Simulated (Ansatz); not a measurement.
Geometry optimisation, RKS CAM-B3LYP/def2-SVP (Ansatz 0.2.0).

Input file:

```yaml
crystal:
  periodic: [false, false, false]
  atoms:
    - { symbol: Al, position_ang: [-0.073446, 0.41598, -0.466541] }
    - { symbol: "N", position_ang: [-0.064509, 0.165142, 2.62104] }
    - { symbol: H, position_ang: [-0.835623, 0.011601, 3.270437] }
    - { symbol: H, position_ang: [0.811598, 0.04241, 3.129238] }
    - { symbol: O, position_ang: [1.460529, -0.139195, -0.894415] }
    - { symbol: H, position_ang: [1.674787, -0.909259, -1.422943] }
    - { symbol: O, position_ang: [-1.560025, -0.201983, -0.956798] }
    - { symbol: H, position_ang: [-1.834311, -1.100341, -1.148081] }
    - { symbol: F, position_ang: [-0.102481, 1.901006, 0.312928] }
    - { symbol: H, position_ang: [-0.103318, 1.15254, 2.300935] }
basis:
  gaussian: { orbitals: def2-SVP }
hamiltonian:
  xc: cam_b3lyp
relax:
  f_tol: 0.03
  max_steps: 50
```

Command:

```bash
$ ansatz run input.yaml --threads 4 --pin off --max-ram 5120MiB --backend cpu --events-out ev --progress --plain --runs-dir out
```

Question: Where does it end, and by what steps?

Answer: The run converged. After 15 steps the energy has fallen by 1.239 eV; H3 moved furthest, 0.93 Å. Joined: Al1–N2 (3.10 → 1.99 Å).

| step | energy less start (eV) | largest force component (eV/Å) | accepted |
| --- | --- | --- | --- |
| 0 | 0.0000 | 0.862 | yes |
| 1 | -0.2285 | 0.668 | yes |
| 2 | -0.5140 | 0.941 | yes |
| 3 | -0.8424 | 0.825 | yes |
| 4 | -1.0238 | 0.772 | yes |
| 5 | -1.0669 | 0.888 | yes |
| 6 | -1.0249 | 1.798 | no |
| 7 | -1.0753 | 1.719 | yes |
| 8 | -1.1743 | 0.267 | yes |
| 9 | -1.1870 | 0.140 | yes |
| 10 | -1.1779 | 1.303 | no |
| 11 | -1.1981 | 0.170 | yes |
| 12 | -1.2139 | 0.180 | yes |
| 13 | -1.2291 | 0.178 | yes |
| 14 | -1.2384 | 0.036 | yes |
| 15 | -1.2392 | 0.024 | yes |

```xyz
10
Properties=species:S:1:pos:R:3
Al -0.087 0.324 0.058
N -0.042 0.278 2.050
H -0.871 -0.226 2.371
H 0.798 -0.223 2.348
O 1.402 -0.476 -0.240
H 1.957 -0.356 -1.012
O -1.585 -0.501 -0.094
H -2.054 -0.664 -0.913
F -0.108 1.969 -0.285
H -0.036 1.212 2.463
```

Whether the end is a true minimum wasn't checked by a vibrational analysis.

The run took 39 s on 4 threads of Arm Neoverse N1, on a shared host, peak memory 0.23 GiB.
